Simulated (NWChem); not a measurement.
System: BeH2Se2; SMILES [SeH][Be][SeH]

NWChem input:

```
start job
memory heap 200 mb stack 900 mb global 1100 mb
geometry units angstroms
  Be     0.028255    -0.000286    -0.000120
  Se     0.054876    -2.026649    -0.133269
  H     -0.978453    -2.128894     0.913057
  Se     0.056607     2.026087     0.132515
  H     -0.994887     2.127914    -0.895599
end
basis spherical
  * library 6-31g*
end
dft
  xc b3lyp
  iterations 150
end
driver
  maxiter 120
end
task dft optimize
task dft freq
```

Parts of the log:

```
             Northwest Computational Chemistry Package (NWChem) 7.3.0
             --------------------------------------------------------

 C2  symmetry detected

                             Geometry "geometry" -> ""
                             -------------------------

 Output coordinates in angstroms (scale by  1.889725989 to convert to a.u.)

  No.       Tag          Charge          X              Y              Z
 ---- ---------------- ---------- -------------- -------------- --------------
    1 Be                   4.0000     0.00000000     0.00000000     0.00217250
    2 Se                  34.0000    -2.03067696    -0.01339283     0.02966017
    3 H                    1.0000    -2.07148335     1.02807395    -1.01279067
    4 Se                  34.0000     2.03067696     0.01339283     0.02966017
    5 H                    1.0000     2.07148335    -1.02807395    -1.01279067

 Effective nuclear repulsion energy (a.u.)     255.9602653617

      Symmetry information
      --------------------

 Group name             C2
 Group number              4
 Group order               2
 No. of unique centers     3

                                Z-matrix (autoz)
                                --------

 Units are Angstrom for bonds and degrees for angles

      Type          Name      I     J     K     L     M      Value
      ----------- --------  ----- ----- ----- ----- ----- ----------
    1 Stretch                  1     2                       2.03091
    2 Stretch                  1     4                       2.03091
    3 Stretch                  2     3                       1.47412
    4 Stretch                  4     5                       1.47412
    5 Bend                     1     2     3                90.77056
    6 Bend                     1     4     5                90.77056
    7 Bend                     2     4     5                91.31917
    8 Bend                     4     2     3                91.31917
    9 Torsion                  3     2     4     5         -89.95945
   10 Torsion                  2     3     1     4        -178.07071
   11 Torsion                  2     1     5     4        -178.07071

                           NWChem Geometry Optimization
                           ----------------------------

 maximum gradient threshold         (gmax) =   0.000450
 rms gradient threshold             (grms) =   0.000300
 maximum cartesian step threshold   (xmax) =   0.001800
 rms cartesian step threshold       (xrms) =   0.001200
 fixed trust radius                (trust) =   0.300000
 source of zmatrix                         =   autoz

          -------------------
          Energy Minimization
          -------------------

 Using diagonal initial Hessian
 Scaling for Hessian diagonals: bonds = 1.00  angles = 0.25  torsions = 0.10

          --------
          Step   0

                                 NWChem DFT Module
                                 -----------------

 Summary of "ao basis" -> "ao basis" (spherical)
 ------------------------------------------------------------------------------
       Tag                 Description            Shells   Functions and Types
 ---------------- ------------------------------  ------  ---------------------
 Be                          6-31g*                  6       14   3s2p1d
 Se                          6-31g*                 12       32   5s4p3d
 H                           6-31g*                  2        2   2s

      Symmetry analysis of basis
      --------------------------

        a          42
        b          40

            General Information
            -------------------
          SCF calculation type: DFT
          Wavefunction type:  closed shell.
          No. of atoms     :     5
          No. of electrons :    74
           Alpha electrons :    37
            Beta electrons :    37
          Charge           :     0
          Spin multiplicity:     1
          Use of symmetry is: on ; symmetry adaption is: on
          Maximum number of iterations: 150
          AO basis - number of functions:    82
                     number of shells:    34
          Convergence on energy requested:  1.00D-06
          Convergence on density requested:  1.00D-05
          Convergence on gradient requested:  5.00D-04

              XC Information
              --------------
                         B3LYP Method XC Potential
                     Hartree-Fock (Exact) Exchange  0.200
                        Slater Exchange Functional  0.800 local
                    Becke 1988 Exchange Functional  0.720 non-local
              Lee-Yang-Parr Correlation Functional  0.810
                  VWN I RPA Correlation Functional  0.190 local

             Grid Information
             ----------------
          Grid used for XC integration:  medium
          Radial quadrature: Mura-Knowles
          Angular quadrature: Lebedev.
          Tag              B.-S. Rad. Rad. Pts. Rad. Cut. Ang. Pts.
          ---              ---------- --------- --------- ---------
          Be                  1.05       49           8.0       434
          Se                  1.15      112          12.0       590
          H                   0.35       45          12.0       434
          Grid pruning is: on
          Number of quadrature shells:   206
          Spatial weights used:  Erf1

      Superposition of Atomic Density Guess
      -------------------------------------

 Sum of atomic energies:       -4814.57391565

      Non-variational initial energy
      ------------------------------

 Total energy =   -4815.349950
 1-e energy   =   -7215.342710
 2-e energy   =    2144.032494
 HOMO         =      -0.306515
 LUMO         =       0.051017

      Symmetry analysis of molecular orbitals - initial
      -------------------------------------------------

  Numbering of irreducible representations:

     1 a           2 b

  Orbital symmetries:

     1 a           2 b           3 a           4 b           5 a
     6 b           7 b           8 a           9 b          10 a
    11 a          12 b          13 a          14 b          15 a
    16 b          17 b          18 a          19 a          20 a
    21 b          22 a          23 b          24 a          25 b
    26 a          27 b          28 a          29 b          30 a
    31 b          32 a          33 b          34 a          35 b
    36 b          37 a          38 a          39 b          40 a
    41 b          42 a          43 b          44 a          45 b
    46 a          47 b

 !! scf_movecs_sym_adapt:    2 vectors were symmetry contaminated

  Symmetry fudging

   convergence    iter        energy       DeltaE   RMS-Dens  Diis-err
 ---------------- ----- ----------------- --------- --------- ---------
 d= 0,ls=0.0,diis     1  -4818.5539851261 -5.07D+03  1.14D-02  3.64D-01
 d= 0,ls=0.0,diis     2  -4818.5770833253 -2.31D-02  7.02D-03  2.41D-01
 d= 0,ls=0.0,diis     3  -4818.6069172538 -2.98D-02  2.28D-03  1.91D-02
 d= 0,ls=0.0,diis     4  -4818.6098747582 -2.96D-03  4.94D-04  1.36D-03

 !! scf_movecs_sym_adapt:    2 vectors were symmetry contaminated

  Symmetry fudging
 d= 0,ls=0.0,diis     5  -4818.6101207275 -2.46D-04  1.12D-04  4.04D-05
  Resetting Diis
 d= 0,ls=0.0,diis     6  -4818.6101283731 -7.65D-06  2.14D-05  1.61D-06
 d= 0,ls=0.0,diis     7  -4818.6101286580 -2.85D-07  8.71D-06  1.98D-07

         Total DFT energy =    -4818.610128657980
      One electron energy =    -7217.659184978281
           Coulomb energy =     2321.082051150915
    Exchange-Corr. energy =     -177.993260192308
 Nuclear repulsion energy =      255.960265361695

 Numeric. integr. density =       74.000028594685

                  Occupations of the irreducible representations
                  ----------------------------------------------

                     irrep           alpha         beta
                     --------     --------     --------
                     a                19.0         19.0
                     b                18.0         18.0

                       DFT Final Molecular Orbital Analysis
                       ------------------------------------

[...]

      ----------------------
      Optimization converged
      ----------------------

  Step       Energy      Delta E   Gmax     Grms     Xrms     Xmax
  ---- ---------------- -------- -------- -------- -------- --------
@    6   -4818.61024318 -6.6D-08  0.00004  0.00002  0.00049  0.00116
                                     ok       ok       ok       ok

                                Z-matrix (autoz)
                                --------

 Units are Angstrom for bonds and degrees for angles

      Type          Name      I     J     K     L     M      Value     Gradient
      ----------- --------  ----- ----- ----- ----- ----- ---------- ----------
    1 Stretch                  1     2                       2.03821    0.00004
    2 Stretch                  1     4                       2.03821    0.00004
    3 Stretch                  2     3                       1.48391   -0.00003
    4 Stretch                  4     5                       1.48391   -0.00003
    5 Bend                     1     2     3                91.25473   -0.00000
    6 Bend                     1     4     5                91.25473   -0.00000
    7 Bend                     2     4     5                91.80223   -0.00000
    8 Bend                     4     2     3                91.80223   -0.00000
    9 Torsion                  3     2     4     5         -90.18150   -0.00000
   10 Torsion                  2     3     1     4        -178.06319   -0.00000
   11 Torsion                  2     1     5     4        -178.06319   -0.00000

                         Geometry "geometry" -> "geometry"
                         ---------------------------------

 Output coordinates in angstroms (scale by  1.889725989 to convert to a.u.)

  No.       Tag          Charge          X              Y              Z
 ---- ---------------- ---------- -------------- -------------- --------------
    1 Be                   4.0000     0.00000000     0.00000000     0.00395734
    2 Se                  34.0000    -2.03798459    -0.01281971     0.03154068
    3 H                    1.0000    -2.09125982     1.03729246    -1.01556360
    4 Se                  34.0000     2.03798459     0.01281971     0.03154068
    5 H                    1.0000     2.09125982    -1.03729246    -1.01556360

 Effective nuclear repulsion energy (a.u.)     254.9353354222

      Symmetry information
      --------------------

 Group name             C2
 Group number              4
 Group order               2
 No. of unique centers     3

                Final and change from initial internal coordinates
                --------------------------------------------------

                                Z-matrix (autoz)
                                --------

 Units are Angstrom for bonds and degrees for angles

      Type          Name      I     J     K     L     M      Value       Change
      ----------- --------  ----- ----- ----- ----- ----- ---------- ----------
    1 Stretch                  1     2                       2.03821    0.00730
    2 Stretch                  1     4                       2.03821    0.00730
    3 Stretch                  2     3                       1.48391    0.00980
    4 Stretch                  4     5                       1.48391    0.00980
    5 Bend                     1     2     3                91.25473    0.48417
    6 Bend                     1     4     5                91.25473    0.48417
    7 Bend                     2     4     5                91.80223    0.48306
    8 Bend                     4     2     3                91.80223    0.48306
    9 Torsion                  3     2     4     5         -90.18150   -0.22205
   10 Torsion                  2     3     1     4        -178.06319    0.00753
   11 Torsion                  2     1     5     4        -178.06319    0.00753

 ==============================================================================
                                internuclear distances
 ------------------------------------------------------------------------------
       center one      |      center two      | atomic units |  angstroms
 ------------------------------------------------------------------------------
    2 Se               |   1 Be               |     3.85166  |     2.03821
    3 H                |   2 Se               |     2.80419  |     1.48391
    4 Se               |   1 Be               |     3.85166  |     2.03821
    5 H                |   4 Se               |     2.80419  |     1.48391
 ------------------------------------------------------------------------------
                         number of included internuclear distances:          4
 ==============================================================================

[...]

 Rotational Constants
 --------------------
 A=   3.850083 cm-1  (  5.539286 K)
 B=   0.025291 cm-1  (  0.036387 K)
 C=   0.025290 cm-1  (  0.036387 K)

 Temperature                      =   298.15K
 frequency scaling parameter      =   1.0000

 Zero-Point correction to Energy  =   10.898 kcal/mol  (  0.017368 au)
 Thermal correction to Energy     =   14.364 kcal/mol  (  0.022891 au)
 Thermal correction to Enthalpy   =   14.956 kcal/mol  (  0.023834 au)

 Total Entropy                    =   75.872 cal/mol-K
   - Translational                =   41.261 cal/mol-K (mol. weight = 168.8644)
   - Rotational                   =   24.597 cal/mol-K (symmetry #  =        2)
   - Vibrational                  =   10.014 cal/mol-K

 Cv (constant volume heat capacity) =   15.968 cal/mol-K
   - Translational                  =    2.979 cal/mol-K
   - Rotational                     =    2.979 cal/mol-K
   - Vibrational                    =   10.009 cal/mol-K

[normal modes left out]

 ----------------------------------------------------------------------------
 Normal Eigenvalue ||           Projected Infra Red Intensities
  Mode   [cm**-1]  || [atomic units] [(debye/angs)**2] [(KM/mol)] [arbitrary]
 ------ ---------- || -------------- ----------------- ---------- -----------
    1       -0.000 ||    0.008062           0.186         7.859       3.725
    2       -0.000 ||    0.000130           0.003         0.126       0.060
    3        0.000 ||    0.000025           0.001         0.024       0.012
    4        0.000 ||    0.000000           0.000         0.000       0.000
    5        0.000 ||    0.000053           0.001         0.052       0.025
    6        0.000 ||    0.000000           0.000         0.000       0.000
    7      171.989 ||    0.020876           0.482        20.351       9.646
    8      172.960 ||    0.019184           0.443        18.702       8.864
    9      200.198 ||    0.003976           0.092         3.876       1.837
   10      216.144 ||    0.000065           0.001         0.063       0.030
   11      586.009 ||    0.000595           0.014         0.580       0.275
   12      586.224 ||    0.002131           0.049         2.078       0.985
   13      917.685 ||    0.233235           5.381       227.369     107.765
   14     2387.967 ||    0.018190           0.420        17.733       8.405
   15     2387.971 ||    0.018122           0.418        17.667       8.373
 ----------------------------------------------------------------------------
```

Level: B3LYP/6-31G* (spherical d). This build's default masses of Se (78.918 u) and Br (79.917 u) are each other's, which moves their modes by up to 0.6 %. B3LYP is NWChem's, with the RPA form of VWN correlation.
